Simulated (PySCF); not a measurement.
How methods differ on the ionisation energy of Ag

Ag [Kr] 4d10 5s1 (2S) → Ag⁺ [Kr] 4d10 (1S), as a difference of total energies. Computed with PySCF 2.14 in x2c-TZVPall, with scalar relativity by spin-free X2C-1e. Correlated levels: valence: [Kr] frozen. The calculations carry no spin-orbit coupling.

```
           method  ionisation energy (eV)
              UHF                   6.354
              LDA                   8.258
              PBE                   7.940
    MP2 (valence)                   7.079
SCS-MP2 (valence)                   6.959
```

Q: How much does correlation contribute at MP2 (valence)?

A: 7.079 − (6.354) = 0.725 eV, measured against UHF.

Errors of the correlated levels include the incompleteness of this basis and the frozen core.

For comparison: 7.576 eV (measured; NIST Atomic Spectra Database, ionization energies).
